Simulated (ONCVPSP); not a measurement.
## What the settings do to the ONCV potential of Ge

Base potential:

```json
{"Element": "germanium (Ge)", "Generator": "ONCVPSP 4.0.1", "Type": "optimised norm-conserving Vanderbilt (ONCV)", "Functional": "revPBE", "Relativity": "scalar-relativistic", "Frozen core": "[Ne]", "Valence charge": "22", "Reference configuration": "3s2 3p6 3d10 4s2 4p1.75 (charge +0.25)", "Partial waves": "3s+4s: rc 1.25 bohr, ncon 4, nbas 9, qcut 11.5 1/bohr, 2 projectors; 3p+4p: rc 1.30 bohr, ncon 5, nbas 8, qcut 13.5 1/bohr, 3 projectors, debl 3.3 Ha; 3d: rc 0.85 bohr, ncon 3, nbas 7, qcut 17 1/bohr, local", "Local potential": "the d channel", "Core correction": "Teter function, fcfact 3.75, rcfact 1.05"}
```

Cutoffs, loose and tight: the cutoffs (Ha) at which the residual kinetic energy of the hardest occupied pseudo-wave falls to 1 and 0.1 mHa per electron. They do not see the model core or the augmentation charge, which bear on the density cutoff. Test errors are all-electron minus pseudo excitation energies from the reference, over the configurations 3s2 3p6 3d10 4s2 4p2; 3s2 3p6 3d10 4s2 4p1; 3s2 3p6 3d10 4s2 4p0; 3s2 3p6 3d10 4s1 4p0. A dash means not determined; rows that change the core or the reference have their own tests.

A true bound ghost makes a file unfit for plane-wave use even where its test errors are small: the radial tests pick states by their node count and pass the ghost by.

```csv
change,outcome,"cutoff, loose","cutoff, tight",bound ghosts,GHOST(+) flags above zero,largest test error (meV)
base,generated,120 Ha,133 Ha,none,none,+2.8
d: rc 0.58,generated,–,–,none,s,-4.7
d: rc 1.08,generated,103 Ha,115 Ha,s,none,-7.3
d: rc 1.22,generated,89 Ha,101 Ha,s,none,-9.9
```

What comes out with this change to the base: d: rc 0.7?

outcome: generated; cutoff, loose: 141 Ha; cutoff, tight: 400 Ha; bound ghosts: none; GHOST(+) flags above zero: none; largest test error (meV): -5.2.

What comes out with this change to the base: d: rc 0.88?

outcome: generated; cutoff, loose: 118 Ha; cutoff, tight: 130 Ha; bound ghosts: none; GHOST(+) flags above zero: s; largest test error (meV): -6.0.

What comes out with this change to the base: d: rc 0.94?

outcome: generated; cutoff, loose: 113 Ha; cutoff, tight: 125 Ha; bound ghosts: none; GHOST(+) flags above zero: s; largest test error (meV): -6.4.

Reading the sweep of the d radius (base included, trends over the rows without a ghost): The loose cutoff stays near 118 Ha. The median size of the test errors (rows with all tests solved) stays near 0.8 meV. Bound ghosts are found at 1.08, 1.22 bohr.
